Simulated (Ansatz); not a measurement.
Job for Ansatz (a first-principles code): R-BHLYP/def2-TZVPP on F2H2O2Si (SMILES O[Si](O)(F)F).

Ansatz 0.2 input:
```yaml
crystal:
  periodic: [false, false, false]
  atoms:
    - {symbol: F, position_ang: [-1.67650063, -0.11291405, -0.44224145]}
    - {symbol: Si, position_ang: [-0.24069964, -0.09497906, 0.23632035]}
    - {symbol: F, position_ang: [-0.50775198, -0.03214503, 1.79259011]}
    - {symbol: O, position_ang: [0.59498374, 1.18651914, -0.29849124]}
    - {symbol: O, position_ang: [0.58488576, -1.45088830, -0.04933949]}
    - {symbol: H, position_ang: [0.16477913, 2.04190917, -0.37211245]}
    - {symbol: H, position_ang: [1.08030361, -1.53750187, -0.86682582]}
basis:
  gaussian:
    orbitals: def2-TZVPP
hamiltonian:
  xc: {name: BHLYP}
scf: {lower_state_search: off}
```

Program output:

```
WARN ansatz: RAYON_NUM_THREADS=4 ignored (pool sized by the plan → 4); use --threads N
Functional definition: BHLYP
these checks for a lower state are left out or cut short: stability, starts, cluster_reference, orbital_swaps, neighbouring_geometries, increment
integrals: 0.11 GiB planned
1132 factors; their error is unknown
mean field: 0.95 GiB planned
mean field evaluation 1: about -17438.4543 eV, gradient 7.1e1 eV
mean field evaluation 2: about -17436.8956 eV, gradient 7.8e1 eV
mean field evaluation 4: about -17445.7064 eV, gradient 2.0e0 eV
mean field evaluation 8: about -17445.7112 eV, gradient 5.7e-2 eV
mean field evaluation 16: about -17445.8274 eV, gradient 3.8e-5 eV
mean field -17445.82740015 eV, -641.1223317491 hartree, gradient 4.8e-6 eV, S^2 0.000000; 0 other end points of the search recorded, 0 dependent functions left out
reference -17445.82753484 eV, -641.1223366987 hartree; 25, 25 occupied and 169, 169 virtual orbitals, 1132 factors
Total energy: -17445.82753484 eV, -641.1223366987 hartree
Checks for a lower state left out: stability, starts, cluster_reference, orbital_swaps, neighbouring_geometries, increment
```

The run converged.

Cost: about 1.9 core-seconds (a rough figure).
